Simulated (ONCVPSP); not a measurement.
**Which change was made? (La, ONCV)**

* Element: La (Z = 57)
* Generator: ONCVPSP 4.0.1
* Type: optimised norm-conserving Vanderbilt (ONCV)
* Functional: Wu-Cohen
* Relativity: fully relativistic
* Frozen core: [Kr] 4d10
* Valence charge: 11
* Reference configuration: 5s2 5p6 5d1.5 6s1.5
* Partial waves: 5s+6s: rc 2.80 bohr, ncon 4, nbas 8, qcut 4.4 1/bohr, 3 projectors, debl 3.2 Ha; 5p: rc 1.65 bohr, ncon 3, nbas 7, qcut 4.9 1/bohr, 3 projectors, debl 1.2 Ha; 5d: rc 3.10 bohr, ncon 4, nbas 9, qcut 4.7 1/bohr, 3 projectors, debl 3.3 Ha; f scattering state at 0.23 Ha: rc 2.85 bohr, ncon 3, nbas 6, qcut 3.3 1/bohr, 2 projectors, debl 0.5 Ha
* Local potential: polynomial inside 1.35 bohr (lpopt 5, dvloc0 1 Ha)
* Core correction: Teter function, fcfact 3.5, rcfact 1.4

Open shells are filled in proportion to 2j + 1.

In the f channel the program set the typed energies aside and used -0.126, 0.374 Ha (j = l + 1/2; the other j can differ).

Cutoffs, loose and tight: the cutoffs (Ha) at which the residual kinetic energy of the hardest occupied pseudo-wave falls to 1 and 0.1 mHa per electron. They do not see the model core or the augmentation charge, which bear on the density cutoff. Test errors are all-electron minus pseudo excitation energies from the reference, over the configurations 5s2 5p6 5d1 6s2; 5s2 5p6 5d1 6s1; 5s2 5p6 5d1 6s0; 5s2 5p6 5d2 6s0; variants that change the core or the reference have their own tests.

The base gives: outcome: generated, projector energies reset by the program; cutoff, loose: 15 Ha; cutoff, tight: 57 Ha; bound ghosts: p3/2; GHOST(+) flags above zero: s, p3/2, p1/2; largest test error (meV): -6.8.

(1) After one change the result is: outcome: generated, projector energies reset by the program; cutoff, loose: 11 Ha; cutoff, tight: 45 Ha; bound ghosts: none; GHOST(+) flags above zero: s, p1/2; largest test error (meV): -7.5. Which change was it?
A. all radii but the core radius scaled by about 0.91 (s 2.54, p 1.50, d 2.82, f 2.58 bohr); local potential polynomial inside 1.22 bohr (lpopt 5, dvloc0 1 Ha)
B. all radii but the core radius scaled by about 0.83 (s 2.34, p 1.38, d 2.58, f 2.38 bohr); local potential polynomial inside 1.12 bohr (lpopt 5, dvloc0 1 Ha)
C. all radii but the core radius scaled by about 1.32 (s 3.70, p 2.18, d 4.10, f 3.76 bohr); local potential polynomial inside 1.78 bohr (lpopt 5, dvloc0 1 Ha)
D. all radii but the core radius scaled by about 1.10 (s 3.08, p 1.82, d 3.42, f 3.14 bohr); local potential polynomial inside 1.48 bohr (lpopt 5, dvloc0 1 Ha)

## Answers

(1) D. The others give: all radii but the core radius scaled by about 0.83 (s 2.34, p 1.38, d 2.58, f 2.38 bohr); local potential polynomial inside 1.12 bohr (lpopt 5, dvloc0 1 Ha) → outcome: generated, projector energies reset by the program; cutoff, loose: 19 Ha; cutoff, tight: 88 Ha; bound ghosts: s, p3/2, p1/2; GHOST(+) flags above zero: p3/2, p1/2, d3/2; largest test error (meV): -4.8 | all radii but the core radius scaled by about 1.32 (s 3.70, p 2.18, d 4.10, f 3.76 bohr); local potential polynomial inside 1.78 bohr (lpopt 5, dvloc0 1 Ha) → outcome: generated, projector energies reset by the program; cutoff, loose: 8.5 Ha; cutoff, tight: 11 Ha; bound ghosts: none; GHOST(+) flags above zero: s; largest test error (meV): -15 | all radii but the core radius scaled by about 0.91 (s 2.54, p 1.50, d 2.82, f 2.58 bohr); local potential polynomial inside 1.22 bohr (lpopt 5, dvloc0 1 Ha) → outcome: generated, projector energies reset by the program; cutoff, loose: 21 Ha; cutoff, tight: 65 Ha; bound ghosts: p3/2, p1/2; GHOST(+) flags above zero: s, p3/2, p1/2; largest test error (meV): -5.8.
